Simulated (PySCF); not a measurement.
A structure optimised at r2SCAN-D4/def2-SVP, used in a PySCF frequency run:

```xyz
7

Bi     0.4943    -0.2231     0.0000
Cl    -1.0259    -0.6662    -1.9234
Cl    -1.0259    -0.6662     1.9234
Si    -0.3341     2.3425     0.0000
H      0.1751     3.0393     1.2202
H     -1.8222     2.2978     0.0000
H      0.1751     3.0393    -1.2202
```
Charge 0, spin multiplicity 1.

Problem. Write its SMILES, formula and point group.

Solution. [SiH3][Bi]([Cl])[Cl], BiCl₂H₃Si, Cs

Problem. What are its rotational constants (standard atomic weights)?

Solution. 1.4453, 1.2755, 1.0442 GHz
